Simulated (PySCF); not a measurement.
## Input and output

CeF4(NH3) (singlet). PySCF 2.14.0, RKS TPSS, Ce x2c-SVPall, F x2c-SVPall, N x2c-SVPall, H x2c-SVPall; spin-free X2C-1e, Gaussian nucleus; density fitting; no spin-orbit coupling. Purpose: basis and core treatment x2c-SVP.

```python
mol = gto.M(atom='''
Ce     0.33212    -0.06922     0.00000
F      0.64696    -1.12825     1.74713
F      0.64696    -1.12825    -1.74713
F      1.90038     1.27405     0.00000
F     -1.32436     1.16800    -0.00000
N     -1.68640    -1.82368    -0.00000
H     -2.29975    -1.73134     0.82050
H     -2.29975    -1.73134    -0.82050
H     -1.36478    -2.80064    -0.00000''',
    basis={'Ce': 'x2c-SVPall', 'F': 'x2c-SVPall', 'N': 'x2c-SVPall', 'H': 'x2c-SVPall'},
    nucmod='G',
    charge=0, spin=0)
mf = dft.RKS(mol, xc='TPSS')
mf.grids.atom_grid = (99, 590)  # f atoms: unpruned, at least (60, 302)
mf = mf.density_fit()  # fitting sets: Ce AutoAux, F AutoAux, N AutoAux, H AutoAux
mf = mf.sfx2c1e()
mf.conv_tol = 1e-08; mf.max_cycle = 55
mf.kernel(dm0)  # dm0: free metal ions and neutral atoms
mf.nuc_grad_method().kernel()
```

Run from Python with OMP_NUM_THREADS=2; the lines above give its settings. Where DIIS fails, smearing, a level shift and second-order steps follow.
It took 67 s on 2 threads of Arm Neoverse V2, with other jobs on the host.

Question: Where do the frontier levels lie, over both spins?

Answer: HOMO -8.45 eV, LUMO -5.29 eV. 

Question: What are the Mulliken charges and spins?

Answer: 
| atom | charge (e) | spin (e) |
| --- | --- | --- |
| Ce1 | 0.920 | 0.000 |
| F2 | -0.298 | 0.000 |
| F3 | -0.298 | 0.000 |
| F4 | -0.277 | 0.000 |
| F5 | -0.298 | 0.000 |
| N6 | -0.202 | 0.000 |
| H7 | 0.151 | 0.000 |
| H8 | 0.151 | 0.000 |
| H9 | 0.151 | 0.000 |

Question: What forces act on the atoms (eV/Å)?

Answer: 
```
Ce   0.00  0.00  0.00
F   -0.02  0.04 -0.06
F   -0.02  0.04  0.06
F   -0.12 -0.12  0.00
F    0.07 -0.05  0.00
N   -0.12 -0.10  0.00
H    0.06  0.07  0.02
H    0.06  0.07 -0.02
H    0.08  0.05  0.00
```
Forces carry noise of the integration grid, about 0.01 to 0.03 eV/Å.

The geometry was relaxed with TPSS (Ce lcecp-2-SVP with ECP46, F def2-SVP, N def2-SVP, H def2-SVP).
